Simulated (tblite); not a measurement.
C₄H₉BN₂Si.
Numbering: `[BH:1]1[NH:2][C@@H:3]2[CH:4]=[CH:5][SiH2:6][N:7]1[CH2:8]2` (hydrogens: H9 on B1; H10 on N2; H11 on C3; H12 on C4; H13 on C5; H14, H15 on Si6; H16, H17 on C8)

Computed with GFN2-xTB (tblite), gas phase: L-BFGS steps from a force-field or distance-geometry start until the largest atomic force falls under 0.01 eV/Å.

Step 40: E = -598.6032 eV
```
atom  x, y, z in Å  |  force x, y, z in eV/Å
B1     -1.3187    0.5329    1.0481   -0.024  -0.006   0.004
N2     -1.0707   -0.8367    1.0408    0.015   0.005  -0.021
C3     -0.3662   -1.2104   -0.1924   -0.027  -0.003  -0.007
C4      1.1346   -1.1205   -0.0287   -0.038   0.014   0.031
C5      1.7824    0.0421   -0.0165    0.012  -0.015   0.041
Si6     0.7902    1.6548   -0.1320   -0.011  -0.048   0.008
N7     -0.8495    1.0823   -0.2291   -0.042   0.001   0.021
C8     -0.8634   -0.0931   -1.1073   -0.007   0.016   0.001
H9     -1.7880    1.1406    1.9221    0.025   0.005  -0.010
H10    -1.1925   -1.5333    1.7549    0.028  -0.005  -0.009
H11    -0.6596   -2.2082   -0.5307   -0.021  -0.032  -0.011
H12     1.6488   -2.0706    0.0859    0.040   0.063  -0.019
H13     2.8586    0.0325    0.0917    0.029  -0.008   0.003
H14     1.0648    2.3812   -1.3752   -0.012  -0.031  -0.041
H15     0.9712    2.4676    1.0670    0.018   0.018   0.016
H16    -0.2525    0.0440   -1.9990    0.027  -0.011   0.008
H17    -1.8964   -0.2931   -1.4093   -0.010   0.037  -0.014
```

Step 41: E = -598.6038 eV
```
atom  x, y, z in Å  |  force x, y, z in eV/Å
B1     -1.3202    0.5319    1.0483   -0.001  -0.012   0.006
N2     -1.0701   -0.8377    1.0402    0.003  -0.018   0.013
C3     -0.3654   -1.2097   -0.1940   -0.051  -0.005   0.013
C4      1.1354   -1.1204   -0.0273   -0.056   0.009   0.008
C5      1.7830    0.0422   -0.0144    0.005  -0.020   0.035
Si6     0.7912    1.6540   -0.1334   -0.034  -0.018   0.019
N7     -0.8501    1.0839   -0.2275   -0.028  -0.016   0.011
C8     -0.8640   -0.0905   -1.1072    0.004  -0.007   0.003
H9     -1.7880    1.1399    1.9228    0.019   0.003  -0.005
H10    -1.1906   -1.5359    1.7551    0.035   0.041  -0.057
H11    -0.6609   -2.2075   -0.5322   -0.006  -0.016  -0.014
H12     1.6500   -2.0703    0.0868    0.034   0.061  -0.014
H13     2.8585    0.0322    0.0959    0.045  -0.005   0.005
H14     1.0619    2.3765   -1.3810   -0.011  -0.038  -0.019
H15     0.9723    2.4677    1.0662    0.018   0.011  -0.005
H16    -0.2527    0.0463   -1.9989    0.020  -0.005   0.010
H17    -1.8973   -0.2906   -1.4094    0.002   0.036  -0.010
```

Step 42: E = -598.6046 eV
```
atom  x, y, z in Å  |  force x, y, z in eV/Å
B1     -1.3217    0.5304    1.0487    0.019  -0.010  -0.001
N2     -1.0696   -0.8389    1.0396   -0.001  -0.008   0.000
C3     -0.3655   -1.2092   -0.1958   -0.057   0.000   0.029
C4      1.1353   -1.1201   -0.0256   -0.058   0.003  -0.016
C5      1.7839    0.0418   -0.0113   -0.004  -0.006   0.025
Si6     0.7917    1.6528   -0.1346   -0.044   0.018   0.028
N7     -0.8513    1.0852   -0.2256   -0.004  -0.030  -0.002
C8     -0.8650   -0.0879   -1.1071    0.014  -0.029   0.007
H9     -1.7886    1.1384    1.9226    0.008   0.007   0.013
H10    -1.1869   -1.5375    1.7545    0.030   0.036  -0.051
H11    -0.6623   -2.2071   -0.5344    0.007   0.000  -0.015
H12     1.6518   -2.0687    0.0879    0.024   0.043  -0.008
H13     2.8592    0.0317    0.1008    0.041  -0.006   0.008
H14     1.0594    2.3710   -1.3873   -0.013  -0.050   0.011
H15     0.9743    2.4684    1.0652    0.015   0.001  -0.030
H16    -0.2530    0.0486   -1.9986    0.011   0.001   0.013
H17    -1.8987   -0.2868   -1.4089    0.010   0.029  -0.012
```

**Question.** Estimate the geometry and energy of step 43. (The exact step hangs on the optimiser's Hessian estimate; all steps are aligned on step 42, rigid shifts and turns removed.)

**Answer.** E = -598.6053 eV, largest force 0.072 eV/Å
```
atom  x, y, z in Å  |  force x, y, z in eV/Å
B1     -1.3213    0.5287    1.0505    0.023  -0.005   0.004
N2     -1.0699   -0.8407    1.0385   -0.018  -0.014   0.014
C3     -0.3669   -1.2090   -0.1973   -0.035  -0.002   0.027
C4      1.1341   -1.1193   -0.0232   -0.030   0.007  -0.035
C5      1.7845    0.0417   -0.0078   -0.014   0.013   0.015
Si6     0.7913    1.6520   -0.1363   -0.037   0.040   0.026
N7     -0.8526    1.0859   -0.2229    0.020  -0.035  -0.014
C8     -0.8657   -0.0855   -1.1066    0.017  -0.040   0.002
H9     -1.7843    1.1376    1.9256    0.003   0.002   0.018
H10    -1.1878   -1.5418    1.7509    0.029   0.043  -0.046
H11    -0.6629   -2.2069   -0.5380    0.013   0.015  -0.010
H12     1.6542   -2.0656    0.0911    0.002   0.021  -0.005
H13     2.8603    0.0317    0.1064    0.011  -0.012   0.008
H14     1.0544    2.3640   -1.3954   -0.014  -0.059   0.039
H15     0.9769    2.4706    1.0619    0.012  -0.001  -0.043
H16    -0.2519    0.0511   -1.9970    0.004   0.006   0.013
H17    -1.8995   -0.2824   -1.4101    0.016   0.022  -0.012
```

The energy changes by -0.0008 eV. The first-order estimate −F·Δx gives -0.0011 eV and the mean of the old and new forces, exact on a quadratic surface, -0.0007 eV. The step makes an angle of 71° with the force vector and moves no atom by more than 0.012 Å.

What follows is the cost of the whole relaxation. Time: 0.38 s. Hardware: Arm Neoverse V2, one thread, on a shared host.
